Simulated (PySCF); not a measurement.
**A small calculation by hand: refractive index and permittivity of the vapour**

C3H8Si2, SMILES C=C1C[SiH2][SiH2]1.

Coordinates come from a TPSSh-D3(BJ)/def2-SVP optimisation. The structure was generated by enumeration, and PubChem lists no compound with its InChIKey, so it may never have been made.

PBE/def2-TZVP run with PySCF gives a mean static polarisability of 95.5 bohr³ and a dipole moment of 0.45 D. Take an ideal gas at 298.15 K and 1 bar, whether or not the substance is that volatile.

Q: Work out n − 1 in the optical limit and the static ε − 1.

A: 
Polarisability volume α' = 95.5 × 0.148185 = 14.15 Å³. Number density N = p/kT = 2.43e-5 Å⁻³.
Dilute limit of Lorentz–Lorenz: n − 1 = 2π N α' = 0.0022.
Orientation term of Debye: μ²/(3kT) = 8.098 Å³ × μ²(D²) = 1.64 Å³.
ε − 1 = 4π N (α' + μ²/3kT) = 0.0048. Orientation of the dipole supplies 10 % of the static response; it can't follow optical fields. Vibrational polarisation and dispersion are left out.
